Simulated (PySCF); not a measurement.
Relaxation of quintet IrF₃

Method: UPBE0/[Ir def2-SVP with ECP60, F def2-SVP], scalar-relativistic core potentials, density fitting, no spin–orbit coupling, PySCF. A (50,194) grid was used.

A hand-made trigonal pyramidal start, of C3v symmetry, held to at least that symmetry:

Coordinates in bohr (charge 0 multiplicity 5):
```
Ir    0.0000    0.0000   -0.3763
F     3.1035   -0.0001    1.2739
F    -1.5517    2.6877    1.2739
F    -1.5518   -2.6877    1.2739
```

Optimiser trace:
```tsv
step	E − E(last) (kJ/mol)	largest gradient (Eh/bohr)
0	128.48	0.04636
1	67.44	0.04371
2	38.92	0.04042
3	17.38	0.02417
4	3.19	0.00858
5	0.62	0.00444
6	0.02	0.00075
7	0.00	0.00037
8	0.00	0.00001
```

It ends at D3h with Ir–F 1.911 Å (×3); F–Ir–F 120.0° (×3). A frequency run shows 2 imaginary modes (one degenerate set), down to 107i cm⁻¹, so it is a higher-order saddle point.

Final geometry:
Coordinates in bohr (charge 0 multiplicity 5):
```
Ir    0.0000    0.0000    0.0000
F     3.6116   -0.0001    0.0000
F    -1.8058    3.1278    0.0000
F    -1.8059   -3.1277    0.0000
```

Open d and f shells are described by one determinant, and the ground state may have another occupation or spin. At this level a triplet minimum of C2v symmetry lies 87 kJ/mol below this structure. With an element this heavy the missing spin–orbit coupling can shift these numbers.
